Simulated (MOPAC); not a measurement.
A run for MOPAC: PM6 on H2Se (SMILES [SeH2]).

```
PM6 1SCF PRECISE CHARGE=0 THREADS=1
H2Se

Se    -0.09864504 1    -0.71972052 1     3.79421384 1
H     -0.30141770 1     0.29103792 1     4.84337638 1
H      1.26047030 1    -0.22547291 1     3.53184770 1
```

The log:

```
*******************************************************************************
 **                                                                           **
 **                              MOPAC v23.2.5                                **
 **                                                                           **
 *******************************************************************************
 ** MOPAC's Digital Object Identifier: https://doi.org/10.5281/zenodo.6511958 **
 **                                                                           **
 ** Please cite the open-source release paper for use of this MOPAC version:  **
 ** J. E. Moussa and J. J. P. Stewart (2026)                                  **
 ** MOPAC: An open-source semiempirical molecular orbital program             **
 ** J. Open Source Softw., 11(119), 8025, https://doi.org/10.21105/joss.08025 **
 *******************************************************************************

                              PM6 CALCULATION RESULTS

 *******************************************************************************
 *  PM6        - The PM6 Hamiltonian to be used
 *
 *
 *
 *                 CHARGE ON SYSTEM = 0
 *
 *
 *
 *  PRECISE    - TIGHTER CRITERIA TO BE USED
 *  1SCF       - DO 1 SCF AND THEN STOP
 *  THREADS=1  - MULTI-THREADING NOT USED
 *  T=         - A TIME OF 172800.0 SECONDS REQUESTED
 *  DUMP=N     - RESTART FILE WRITTEN EVERY 7200.0 SECONDS REQUESTED
 *******************************************************************************
PM6 1SCF PRECISE CHARGE=0 THREADS=1
 H2Se

   ATOM   CHEMICAL          X               Y               Z
  NUMBER   SYMBOL      (ANGSTROMS)     (ANGSTROMS)     (ANGSTROMS)

     1      Se         -0.09864504  *  -0.71972052  *   3.79421384  *
     2       H         -0.30141770  *   0.29103792  *   4.84337638  *
     3       H          1.26047030  *  -0.22547291  *   3.53184770  *



          CARTESIAN COORDINATES

    NO.       ATOM           X           Y           Z

     1        Se         -0.0986     -0.7197      3.7942
     2         H         -0.3014      0.2910      4.8434
     3         H          1.2605     -0.2255      3.5318

 General Reference for PM6:
 "Optimization of Parameters for Semiempirical Methods V: Modification of NDDO Approximations
 and Application to 70 Elements", J. J. P. Stewart, J. Mol. Mod., 13, 1173-1213 (2007)
 URL: https://link.springer.com/article/10.1007/s00894-007-0233-4

           Empirical Formula: H2 Se  =     3 atoms



      MOLECULAR POINT GROUP   :   C2v


      RHF CALCULATION, NO. OF DOUBLY OCCUPIED LEVELS = 4


 -------------------------------------------------------------------------------
 PM6 1SCF PRECISE CHARGE=0 THREADS=1
 H2Se



     1SCF WAS SPECIFIED, SO BFGS WAS NOT USED
     SCF FIELD WAS ACHIEVED


                              PM6 CALCULATION
                                                       MOPAC v23.2.5 Linux




          FINAL HEAT OF FORMATION =         -2.73619 KCAL/MOL =     -11.44821 KJ/MOL


          COSMO AREA              =         65.14 SQUARE ANGSTROMS
          COSMO VOLUME            =         48.20 CUBIC ANGSTROMS

          IONIZATION POTENTIAL    =          8.758390 EV
          HOMO LUMO ENERGIES (EV) =         -8.758  1.423
          NO. OF FILLED LEVELS    =          4
          MOLECULAR WEIGHT        =         80.9758         POINT GROUP:  C2v

          MOLECULAR DIMENSIONS (Angstroms)

            Atom       Atom       Distance
            H     3    H     2     2.10390
           Se     1    H     2     1.02728
           Se     1    H     2     0.00000


          SCF CALCULATIONS        =          1





   ATOM   CHEMICAL          X               Y               Z
  NUMBER   SYMBOL      (ANGSTROMS)     (ANGSTROMS)     (ANGSTROMS)

     1      Se         -0.09864504  *  -0.71972052  *   3.79421384  *
     2       H         -0.30141770  *   0.29103792  *   4.84337638  *
     3       H          1.26047030  *  -0.22547291  *   3.53184770  *

                             CARTESIAN COORDINATES

   1   Se       -0.098645040    -0.719720520     3.794213840
   2    H       -0.301417700     0.291037920     4.843376380
   3    H        1.260470300    -0.225472910     3.531847700


           Empirical Formula: H2 Se  =     3 atoms



      MOLECULAR POINT GROUP   :   C2v


                  EIGENVALUES
 -23.43293 -13.78093 -13.56742  -8.75839   1.42289   2.28009


              NET ATOMIC CHARGES AND DIPOLE CONTRIBUTIONS

  ATOM NO.   TYPE          CHARGE      No. of ELECS.   s-Pop       p-Pop
    1         Se          -0.139735        6.1397     1.98622     4.15351
    2          H           0.070017        0.9300     0.92998
    3          H           0.069718        0.9303     0.93028
 DIPOLE           X         Y         Z       TOTAL
 POINT-CHG.     0.387     0.505     0.265     0.689
 HYBRID         0.360     0.468     0.244     0.639
 SUM            0.747     0.973     0.509     1.329


          ATOMIC ORBITAL ELECTRON POPULATIONS

     Atom    s        px        py        pz
    1 Se   1.98622   1.20947   1.42601   1.51803
    2  H   0.92998
    3  H   0.93028

 **********************
 *                    *
 * JOB ENDED NORMALLY *
 *                    *
 **********************




 == MOPAC DONE ==
```

The run finished.

Cost: very roughly 0.020 core-seconds.
